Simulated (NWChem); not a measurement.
System: C$_{2}$H$_{5}$NOSi; SMILES C(O[SiH2]C)#N

NWChem input:

```
start job
memory heap 200 mb stack 900 mb global 1100 mb
geometry units angstroms noautosym nocenter noautoz
  C     -1.191487    -1.632290     0.117592
  Si     0.558702    -1.013703    -0.093876
  O      0.685379     0.602528     0.505208
  C     -0.002688     1.581068     0.020131
  N     -0.613374     2.485286    -0.393393
  H     -1.901850    -1.004461    -0.431685
  H     -1.486456    -1.641188     1.172304
  H     -1.278961    -2.655379    -0.268629
  H      1.545032    -1.730775     0.741249
  H      0.980005    -0.987906    -1.515074
end
basis spherical
  * library 6-31g*
end
dft
  xc b3lyp
  iterations 150
end
cosmo
  do_cosmo_smd true
  solvent water
end
task dft energy
```

Geometry: optimised at B3LYP/6-31G* (spherical d). Solvent: water.

Level: B3LYP/6-31G* with SMD (1 M gas to 1 M solution), gas-phase geometry. Reactions with the solvent are ignored.

Predict the main results of this run. (B3LYP/6-31G* (spherical d), SMD on the gas-phase geometry.) Quantities: solvation free energy (kcal/mol); cavity-dispersion-structure term (kcal/mol); dipole in solution (D).


* **solvation free energy (kcal/mol)**: -1.1
* **cavity-dispersion-structure term (kcal/mol)**: 6.2
* **dipole in solution (D)**: 5.91
